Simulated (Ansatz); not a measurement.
Reactions of CH8NPSSi, SMILES `C[SiH2]NPS`.

Calculated with Ansatz (gas phase, PBE0-D4/def2-TZVP geometries, no zero-point term in ΔE). CCSD(T)/CBS is the MP2 limit (def2-TZVPP, def2-QZVPP) plus CCSD(T) − MP2 in def2-TZVPP, frozen cores. This one scheme is used for every species. Triplets are unrestricted, without spin–orbit coupling. One conformer a species, not always the lowest.

Problem. Order these by ΔE at CCSD(T)/CBS, lowest first. (Best estimate.)
A. `C[SiH2]NPS` + `N[SiH](N)F` → `CN[SiH](N)F` + `[SiH3]NPS`
B. `C[SiH2]NPS` + H₂ → `[SiH3]NPS` + CH₄
C. `C[SiH2]NPS` → `[CH2]` (triplet) + `[SiH3]NPS`
D. `C[SiH2]NPS` + `[AlH3]` → `C[SiH2]N[PH][AlH2]` + H₂S

Solution. B (-0.25 eV), D (-0.05 eV), A (+0.87 eV), C (+4.96 eV).

Largest T1 diagnostic: 0.013, for `[SiH3]NPS`.
